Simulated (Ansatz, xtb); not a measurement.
# C3H9AlF2O: which of two isomers lies lower

Structure I: `C[O+](C)[AlH2-][CH](F)F`, a singlet. Structure II: `C[C@H](F)[O+]([AlH3-])CF`, a singlet. Both are isolated molecules in the gas phase, relaxed with B3LYP-D3(BJ)/def2-SVP; each stands in its lowest conformer found.

**Question.** Estimate which is lower in electronic energy at CCSD(T)/def2-SVP + ΔMP2/def2-TZVPP, and by roughly how much.

**Answer.** The CCSD(T)/def2-SVP + ΔMP2/def2-TZVPP calculation puts structure II lower, by 2.0 kcal/mol.

The same difference at several levels:

```csv
level,geometry,E(II) − E(I) (kcal/mol),departure from the last row (kcal/mol),"job, with rough time for the two"
B3LYP-D3(BJ)/def2-SVP,B3LYP-D3(BJ)/def2-SVP,−1.8,+0.2,"optimisation, 83 s"
HF/def2-SVP,B3LYP-D3(BJ)/def2-SVP,−3.9,−1.9,part of the CCSD(T) run
MP2/def2-SVP,B3LYP-D3(BJ)/def2-SVP,−4.1,−2.1,part of the CCSD(T) run
CCSD(T)/def2-SVP,B3LYP-D3(BJ)/def2-SVP,−3.9,−1.9,single point
CCSD(T)/def2-SVP + ΔMP2/def2-TZVPP,B3LYP-D3(BJ)/def2-SVP,−2.0,,"single point, 94 s"
```

As drawn, II has 1 C–C, 1 Al–H in place of 1 C–Al, 1 C–H.

None of the levels shown reverses the order. The largest departure from CCSD(T)/def2-SVP + ΔMP2/def2-TZVPP is that of MP2/def2-SVP, 2.1 kcal/mol. Levels run at GFN2-xTB geometries aren't shown. The last row adds to CCSD(T) the change of the MP2 difference between the two basis sets, here +1.9 kcal/mol.

With thermal terms from frequencies at re-optimised GFN2-xTB minima (ideal gas, soft modes damped towards free rotors, one conformer each, 298.15 K, 1 atm): the zero-point term adds −1.1 kcal/mol; ΔH is −3.7 and ΔG −2.3 kcal/mol.

The correlated steps freeze 11 core orbitals. Mirror images aren't counted in ΔG. Codes used: Ansatz 0.2.0, xtb 6.7.1; the last row on 4 threads of Arm Neoverse V1 on a shared host.
